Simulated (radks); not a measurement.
Values are calculated unless marked as measured or tabulated.
Ionisation of neutral neon, [Ne], to [He] 2s2 2p5 as the strength of local exchange is varied. Level of theory: non-relativistic Kohn-Sham, Slater X-alpha exchange (alpha = 2/3 is LDA exchange), no correlation, spin-unpolarised, spherical densities, point nucleus (a radial shooting solver on a logarithmic mesh with Libxc functionals).

| alpha | E(Ne) (hartree) | exchange (hartree) | IE (eV) | -e of the level emptied (eV) | <r> of it (bohr) |
|---|---|---|---|---|---|
| 0.667 | -127.49621 | -10.94299 | 21.087 | 12.062 (2p) | 0.9897 |
| 0.774 | -129.26279 | -12.85907 | 23.366 | 14.030 (2p) | 0.9629 |
| 0.781 | -129.37914 | -12.98594 | 23.518 | 14.163 (2p) | 0.9612 |
| 0.786 | -129.46230 | -13.07668 | 23.628 | 14.259 (2p) | 0.9601 |
| 0.81 | -129.86214 | -13.51355 | 24.156 | 14.720 (2p) | 0.9544 |
| 0.919 | -131.69209 | -15.52522 | 26.623 | 16.887 (2p) | 0.9298 |
| 1.026 | -133.51071 | -17.54376 | 29.149 | 19.131 (2p) | 0.9073 |
| ? | -131.57389 | -15.39467 | 26.461 | 16.744 (2p) | 0.9313 |

Which alpha was used in the last row?

Answer. alpha = 0.912. NIST Atomic Spectra Database: 21.565 eV (measured). The Delta-SCF value meets it near alpha = 0.69. Spin polarisation and multiplet splitting are left out, so open shells lie too high by an amount that depends on their filling.

Beside tabulated values, note that spin-unpolarised runs miss the spin-polarisation part of the exchange energy of open shells.
